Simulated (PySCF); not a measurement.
C₂H₅F₂NSi.
Cartesian coordinates in Å at the PBE0-D3(BJ)/def2-SVP level; atoms count from 1:
```
atom  x, y, z in Å
F1    -2.5383   -0.6243   -1.1281
C2    -1.9903    0.0379   -0.0867
F3    -2.6196   -0.3695    1.0366
C4    -0.5280   -0.3188    0.0090
N5     0.3594    0.5740   -0.0498
Si6    2.0942    0.2828    0.0526
H7    -2.1303    1.1233   -0.2200
H8    -0.3433   -1.4096    0.1310
H9     2.4136   -1.1731    0.2197
H10    2.7111    0.7985   -1.2014
H11    2.6097    1.0530    1.2187
```

Jobs on this species (11 atoms, 56 electrons) with PySCF (density fitting). Hardware of each: Arm Neoverse V2, one thread, no GPU, shared host. Other jobs ran on the host; a repeat could differ by tens of per cent or more. Peak memory is the resident size of the whole Python process, interpreter and libraries included.

```json
{"level and settings": "delta-SCF UKS SCAN, def2-TZVP on the ionised atom, pcseg-1 elsewhere, spin-free X2C", "work": "ΔSCF core ionisation, 6 holes", "basis functions": "132", "SCF cycles": "?", "wall time": "?", "peak memory": "?"}
{"level and settings": "delta-SCF UKS B3LYP, pcX-2 on the ionised atom, pcseg-1 elsewhere, spin-free X2C", "work": "ΔSCF core ionisation, 6 holes", "basis functions": "155", "SCF cycles": "91", "wall time": "35 s", "peak memory": "0.62 GiB"}
{"level and settings": "PBE0-D3(BJ)/def2-SVP, grid level 1", "work": "geometry optimisation from a GFN2-xTB start shaken at random", "basis functions": "113", "SCF cycles": "54", "wall time": "30 s", "peak memory": "0.45 GiB"}
{"level and settings": "delta-SCF UKS SCAN, pcX-2 on the ionised atom, pcseg-1 elsewhere, non-relativistic", "work": "ΔSCF core ionisation, 6 holes", "basis functions": "155", "SCF cycles": "105", "wall time": "26 s", "peak memory": "0.57 GiB"}
{"level and settings": "delta-SCF UKS SCAN, pcX-1 on the ionised atom, pcseg-1 elsewhere, spin-free X2C", "work": "ΔSCF core ionisation, 6 holes", "basis functions": "135", "SCF cycles": "104", "wall time": "22 s", "peak memory": "0.57 GiB"}
{"level and settings": "delta-SCF UKS SCAN, pcX-2 on the ionised atom, pcseg-1 elsewhere, spin-free X2C", "work": "ΔSCF core ionisation, 6 holes", "basis functions": "155", "SCF cycles": "105", "wall time": "28 s", "peak memory": "0.55 GiB"}
{"level and settings": "delta-SCF UKS PBE, pcX-2 on the ionised atom, pcseg-1 elsewhere, spin-free X2C", "work": "ΔSCF core ionisation, 6 holes", "basis functions": "155", "SCF cycles": "101", "wall time": "17 s", "peak memory": "0.57 GiB"}
{"level and settings": "delta-SCF UKS PBE0, pcX-2 on the ionised atom, pcseg-1 elsewhere, spin-free X2C", "work": "ΔSCF core ionisation, 6 holes", "basis functions": "155", "SCF cycles": "91", "wall time": "33 s", "peak memory": "0.65 GiB"}
```

Q: Fill in the missing figures.

A: 
- delta-SCF UKS SCAN, def2-TZVP on the ionised atom, pcseg-1 elsewhere, spin-free X2C; ΔSCF core ionisation, 6 holes: 25 s, 0.57 GiB, 104 SCF cycles

Q: What do all jobs in the table cost together?

A: About 3.6 min; the longest takes about 16 % of that, and about 2.1 times as long as the shortest.
